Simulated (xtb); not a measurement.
AgI, charge -1, doublet, from a rough starting geometry (GFN-xTB shapes and energies of metal compounds can be far from the true ones) (the multiplicity is a formal guess); GFN2-xTB run with xtb.

xtb was given this input:
```
$ xtb mol.xyz --gfn 2 --chrg -1 --uhf 1 --opt vtight --json

# file mol.xyz
2

Ag    -0.86085108    -0.58478066    -0.66254672
I      0.85197781     0.60055590     0.76570479
```

### Question
Predict the main parts of the log of this xtb run.

### Answer

```
   ID    Z sym.   atoms
    1   47 Ag     1
    2   53 I      2

           -------------------------------------------------
          |                Calculation Setup                |
           -------------------------------------------------

           -------------------------------------------------
          |                 G F N 2 - x T B                 |
           -------------------------------------------------

          ...................................................
          :                      SETUP                      :
          :.................................................:
          :  # basis functions                  20          :
          :  # atomic orbitals                  18          :
          :  # shells                            6          :
          :  # electrons                        19          :
          :  max. iterations                   250          :
          :  Hamiltonian                  GFN2-xTB          :
          :  restarted?                      false          :
          :  GBSA solvation                  false          :
          :  PC potential                    false          :
          :  electronic temp.          300.0000000     K    :
          :  accuracy                    1.0000000          :
          :  -> integral cutoff          0.2500000E+02      :
          :  -> integral neglect         0.1000000E-07      :
          :  -> SCF convergence          0.1000000E-05 Eh   :
          :  -> wf. convergence          0.1000000E-03 e    :
          :  Broyden damping             0.4000000          :
          :  net charge                         -1          :
          :  unpaired electrons                  1          :
          ...................................................

 iter      E             dE          RMSdq      gap      omega  full diag
   1     -7.5062370 -0.750624E+01  0.319E+01    3.15       0.0  T
   2     -7.9098411 -0.403604E+00  0.773E+00    4.14       1.0  T
   3     -7.9147259 -0.488486E-02  0.418E+00    4.26       1.0  T
   4     -7.9154746 -0.748675E-03  0.178E+00    4.47       1.0  T
   5     -7.9157151 -0.240541E-03  0.700E-01    4.58       1.0  T
   6     -7.9157306 -0.154264E-04  0.381E-01    4.62       1.0  T
   7     -7.9157361 -0.550958E-05  0.115E-01    4.62       1.0  T
   8     -7.9157380 -0.194924E-05  0.525E-02    4.63       1.3  T
   9     -7.9157380  0.857629E-08  0.129E-02    4.63       5.5  T
  10     -7.9157381 -0.416010E-07  0.684E-03    4.63      10.3  T
  11     -7.9157381 -0.243644E-08  0.146E-03    4.63      48.3  T
  12     -7.9157381 -0.502274E-10  0.404E-05    4.63    1748.8  T
  13     -7.9157381 -0.116351E-12  0.153E-06    4.63   46073.3  T

   *** convergence criteria satisfied after 13 iterations ***

         :::::::::::::::::::::::::::::::::::::::::::::::::::::
         ::                     SUMMARY                     ::
         :::::::::::::::::::::::::::::::::::::::::::::::::::::
         :: total energy              -7.900866314176 Eh    ::
         :: gradient norm              0.083037513850 Eh/a0 ::
         :: HOMO-LUMO gap              4.629749168036 eV    ::
         ::.................................................::
         :: SCC energy                -7.915738060299 Eh    ::
         :: -> isotropic ES            0.118302403654 Eh    ::
         :: -> anisotropic ES         -0.002389465730 Eh    ::
         :: -> anisotropic XC         -0.011450239637 Eh    ::
         :: -> dispersion             -0.001209895870 Eh    ::
         :: repulsion energy           0.014871746123 Eh    ::
         :: add. restraining           0.000000000000 Eh    ::
         :: total charge              -0.999999999864 e     ::
         :::::::::::::::::::::::::::::::::::::::::::::::::::::

      -----------------------------------------------------------
     |                   =====================                   |
     |                        A N C O P T                        |
     |                   =====================                   |
     |               Approximate Normal Coordinate               |
     |                Rational Function Optimizer                |
      -----------------------------------------------------------
      -----------------------------------------------------------
     |                   =====================                   |
     |                        A N C O P T                        |
     |                   =====================                   |
     |               Approximate Normal Coordinate               |
     |                Rational Function Optimizer                |
      -----------------------------------------------------------

          ...................................................
          :                      SETUP                      :
          :.................................................:
          :   optimization level         verytight          :
          :   max. optcycles                   200          :
          :   ANC micro-cycles                  20          :
          :   degrees of freedom                 1          :
          :.................................................:
          :   RF solver                   davidson          :
          :   write xtbopt.log                true          :
          :   linear (good luck)              true          :
          :   energy convergence         0.1000000E-06 Eh   :
          :   grad. convergence          0.2000000E-03 Eh/α :
          :   maxmium RF displ.          1.0000000          :
          :   Hlow (freq-cutoff)         0.1000000E-01      :
          :   Hmax (freq-cutoff)         5.0000000          :
          :   S6 in model hess.         20.0000000          :
          ...................................................

generating ANC from exact Hessian ...
Using Lindh-Hessian (1995)
 Shifting diagonal of input Hessian by    0.0000000000000000
[...]
 * total energy  :    -7.9008663 Eh     change       -0.1776357E-14 Eh
 * total energy  :    -7.9197470 Eh     change       -0.1888069E-01 Eh
 * total energy  :    -7.9198161 Eh     change       -0.6913846E-04 Eh
 * total energy  :    -7.9198919 Eh     change       -0.7575222E-04 Eh
 * total energy  :    -7.9198929 Eh     change       -0.9951883E-06 Eh
 * total energy  :    -7.9198936 Eh     change       -0.7117690E-06 Eh
 * total energy  :    -7.9198936 Eh     change       -0.1333706E-09 Eh
   *** GEOMETRY OPTIMIZATION CONVERGED AFTER 7 ITERATIONS ***
[...]
          :  # shells                            6          :
          :  # electrons                        19          :
          :  max. iterations                   250          :
          :  Hamiltonian                  GFN2-xTB          :
          :  restarted?                      false          :
          :  GBSA solvation                  false          :
          :  PC potential                    false          :
          :  electronic temp.          300.0000000     K    :
          :  accuracy                    1.0000000          :
          :  -> integral cutoff          0.2500000E+02      :
          :  -> integral neglect         0.1000000E-07      :
          :  -> SCF convergence          0.1000000E-05 Eh   :
          :  -> wf. convergence          0.1000000E-03 e    :
          :  Broyden damping             0.4000000          :
          :  net charge                         -1          :
          :  unpaired electrons                  1          :
          ...................................................

 iter      E             dE          RMSdq      gap      omega  full diag
   1     -7.9206441 -0.792064E+01  0.698E-05    4.69       0.0  T
   2     -7.9206441 -0.247802E-12  0.552E-05    4.69    1281.3  T
   3     -7.9206441 -0.446754E-12  0.289E-05    4.69    2449.3  T

   *** convergence criteria satisfied after 3 iterations ***

         :::::::::::::::::::::::::::::::::::::::::::::::::::::
         ::                     SUMMARY                     ::
         :::::::::::::::::::::::::::::::::::::::::::::::::::::
         :: total energy              -7.919893598620 Eh    ::
         :: gradient norm              0.000000188297 Eh/a0 ::
         :: HOMO-LUMO gap              4.692524482636 eV    ::
         ::.................................................::
         :: SCC energy                -7.920644074904 Eh    ::
         :: -> isotropic ES            0.122198085418 Eh    ::
         :: -> anisotropic ES         -0.000724987581 Eh    ::
         :: -> anisotropic XC         -0.003854337324 Eh    ::
         :: -> dispersion             -0.001212000009 Eh    ::
         :: repulsion energy           0.000750476284 Eh    ::
         :: add. restraining           0.000000000000 Eh    ::
         :: total charge              -0.999999999996 e     ::
         :::::::::::::::::::::::::::::::::::::::::::::::::::::

           -------------------------------------------------
          |                Property Printout                |
           -------------------------------------------------

    * Orbital Energies and Occupations

         #    Occupation            Energy/Eh            Energy/eV
      -------------------------------------------------------------
         1        2.0000           -0.4727616             -12.8645
         2        2.0000           -0.2025250              -5.5110
         3        2.0000           -0.1815720              -4.9408
         4        2.0000           -0.1815720              -4.9408
         5        2.0000           -0.1227193              -3.3394
         6        2.0000           -0.1227193              -3.3394
         7        2.0000           -0.1225311              -3.3342
         8        2.0000           -0.1222637              -3.3270
         9        2.0000           -0.1222637              -3.3270
        10        1.0000           -0.0854448              -2.3251 (HOMO)
        11                          0.0870023               2.3675 (LUMO)
        12                          0.0870023               2.3675
        13                          0.2811343               7.6501
        14                          0.3176000               8.6423
        15                          0.3176000               8.6423
        16                          0.3376266               9.1873
        17                          0.3376266               9.1873
        18                          0.5127923              13.9538
      -------------------------------------------------------------
                  HL-Gap            0.1724471 Eh            4.6925 eV
             Fermi-level           -0.0512089 Eh           -1.3935 eV

     #   Z          covCN         q      C6AA      α(0)
     1  47 Ag       0.692    -0.362   287.648    35.954
     2  53 I        0.692    -0.638   420.906    35.421

 Mol. C6AA /au·bohr⁶  :       1397.129575
 Mol. C8AA /au·bohr⁸  :     126432.284839
 Mol. α(0) /au        :         71.375325

Wiberg/Mayer (AO) data.
largest (>0.10) Wiberg bond orders for each atom

 ---------------------------------------------------------------------------
     #   Z sym  total        # sym  WBO       # sym  WBO       # sym  WBO
 ---------------------------------------------------------------------------
     1  47 Ag   0.670 --     2 I    0.670
     2  53 I    0.670 --     1 Ag   0.670
 ---------------------------------------------------------------------------

Topologies differ in total number of bonds
Writing topology from bond orders to xtbtopo.mol

molecular dipole:
                 x           y           z       tot (Debye)
 q only:       -0.528      -0.386      -0.545
   full:       -0.714      -0.515      -0.699       2.857
molecular quadrupole (traceless):
                xx          xy          yy          xz          yz          zz
 q only:       -1.508      -3.957       1.436      -4.830      -3.360       0.072
  q+dip:       -2.457      -6.396       2.311      -7.792      -5.414       0.146
   full:       -2.773      -7.190       2.593      -8.748      -6.076       0.180

optimized geometry written to: xtbopt.xyz

           -------------------------------------------------
          | TOTAL ENERGY               -7.919893598620 Eh   |
          | GRADIENT NORM               0.000000188297 Eh/α |
          | HOMO-LUMO GAP               4.692524482636 eV   |
           -------------------------------------------------

normal termination of xtb
```
